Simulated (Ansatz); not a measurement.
Geometry optimisation, Ansatz 0.2.0, RKS BHLYP/def2-SVP.

The input (input.yaml):

```yaml
crystal:
  periodic: [false, false, false]
  atoms:
    - { symbol: "N", position_ang: [0.1161, 0.5816, 1.4766] }
    - { symbol: C, position_ang: [-0.324, -0.6016, 0.7309] }
    - { symbol: O, position_ang: [0.6403, -1.0988, -0.1057] }
    - { symbol: Si, position_ang: [0.4614, -0.4045, -1.4985] }
    - { symbol: F, position_ang: [-0.9696, -0.956, -2.1903] }
    - { symbol: H, position_ang: [0.60698, 0.38075, 2.28537] }
    - { symbol: H, position_ang: [-0.72862, 1.13396, 1.81358] }
    - { symbol: H, position_ang: [-1.3321, -0.693, 0.4711] }
    - { symbol: H, position_ang: [0.4539, 1.0873, -1.4818] }
basis:
  gaussian: { orbitals: def2-SVP }
hamiltonian:
  xc: { name: BHLYP }
relax:
  f_tol: 0.015
  max_steps: 40
```

Run as:

```bash
$ ansatz run input.yaml --threads 1 --pin off --max-ram 2048MiB --backend cpu --events-out ev --progress --plain --runs-dir out
```

Where does it end, and by what steps?

The forces met the threshold. After 21 steps the energy has fallen by 3.311 eV; H9 moved furthest, 1.07 Å.

```
step  energy less start (eV)  largest force component (eV/Å)  accepted
   0                  0.0000                           5.720       yes
   1                 -1.1210                           5.429       yes
   2                 -2.1586                           2.927       yes
   3                 -2.6515                           1.824       yes
   4                 -2.8987                           1.010       yes
   5                 -2.9992                           1.286       yes
   6                 -3.0541                           0.996       yes
   7                 -3.1132                           0.517       yes
   8                 -3.1391                           0.861       yes
   9                 -3.1908                           0.838       yes
  10                 -3.2240                           0.546       yes
  11                 -3.2475                           0.698       yes
  12                 -3.2538                           0.830       yes
  13                 -3.2887                           0.236       yes
  14                 -3.3029                           0.308       yes
  15                 -3.3041                           0.247       yes
  16                 -3.3098                           0.088       yes
  17                 -3.3104                           0.152       yes
  18                 -3.3109                           0.053       yes
  19                 -3.3113                           0.023       yes
  20                 -3.3113                           0.017       yes
  21                 -3.3113                           0.006       yes
```

```xyz
9
Properties=species:S:1:pos:R:3
N -0.153 0.266 1.933
C -0.275 -0.099 0.668
O 0.690 -0.228 -0.078
Si 0.537 -0.852 -1.961
F -1.133 -0.788 -1.800
H 0.760 0.460 2.311
H -0.959 0.362 2.523
H -1.287 -0.290 0.298
H 0.743 0.598 -2.393
```

Whether the end is a true minimum wasn't checked by a vibrational analysis.

Run time: 3.5 min on 1 thread of Intel(R) Xeon(R) Processor @ 2.50GHz (Skylake/Cascade Lake) (shared host), peak memory 0.2 GiB.
